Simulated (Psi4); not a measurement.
Method: SAPT0/jun-cc-pVDZ, frozen core run with Psi4.

Psi4 input:

```
molecule {
0 1
N 0.54545353 0.00000000 0.00000000
N -0.54545353 -0.00000000 -0.00000000
--
0 1
C 3.13172857 -0.06883115 3.45551600
O 2.11785309 -0.87277996 2.89729818
C 2.57909761 -1.64766714 1.81433124
H 3.96052798 -0.67768711 3.84108327
H 3.53569507 0.63779683 2.71810792
H 2.68935994 0.49070173 4.27832533
H 3.38128610 -2.33157379 2.12262377
H 1.73617950 -2.23137888 1.44750515
H 2.95792376 -1.01507304 1.00031936
units angstrom
symmetry c1
no_reorient
no_com
}
set basis jun-cc-pvdz
set scf_type df
set freeze_core true
energy('sapt0')
```

Part of the output:

```
    SAPT Results
  --------------------------------------------------------------------------------------------------------
    Electrostatics                 -1.10892801 [mEh]      -0.69586283 [kcal/mol]      -2.91149010 [kJ/mol]
      Elst10,r                     -1.10892801 [mEh]      -0.69586283 [kcal/mol]      -2.91149010 [kJ/mol]

    Exchange                        2.80254992 [mEh]       1.75862662 [kcal/mol]       7.35809380 [kJ/mol]
      Exch10                        2.80254992 [mEh]       1.75862662 [kcal/mol]       7.35809380 [kJ/mol]
      Exch10(S^2)                   2.79669558 [mEh]       1.75495297 [kcal/mol]       7.34272322 [kJ/mol]

    Induction                      -0.23962153 [mEh]      -0.15036478 [kcal/mol]      -0.62912623 [kJ/mol]
      Ind20,r                      -0.52646155 [mEh]      -0.33035961 [kcal/mol]      -1.38222462 [kJ/mol]
      Exch-Ind20,r                  0.45639928 [mEh]       0.28639487 [kcal/mol]       1.19827616 [kJ/mol]
      delta HF,r (2)               -0.16955926 [mEh]      -0.10640004 [kcal/mol]      -0.44517777 [kJ/mol]

    Dispersion                     -1.80885723 [mEh]      -1.13507505 [kcal/mol]      -4.74915400 [kJ/mol]
      Disp20                       -1.98221008 [mEh]      -1.24385561 [kcal/mol]      -5.20429186 [kJ/mol]
      Exch-Disp20                   0.17335285 [mEh]       0.10878056 [kcal/mol]       0.45513786 [kJ/mol]
      Disp20 (SS)                  -0.99110504 [mEh]      -0.62192780 [kcal/mol]      -2.60214593 [kJ/mol]
      Disp20 (OS)                  -0.99110504 [mEh]      -0.62192780 [kcal/mol]      -2.60214593 [kJ/mol]
      Exch-Disp20 (SS)              0.09475202 [mEh]       0.05945779 [kcal/mol]       0.24877141 [kJ/mol]
      Exch-Disp20 (OS)              0.07860083 [mEh]       0.04932277 [kcal/mol]       0.20636645 [kJ/mol]

  Total HF                          1.45400038 [mEh]       0.91239901 [kcal/mol]       3.81747747 [kJ/mol]
  Total SAPT0                      -0.35485685 [mEh]      -0.22267604 [kcal/mol]      -0.93167653 [kJ/mol]
```
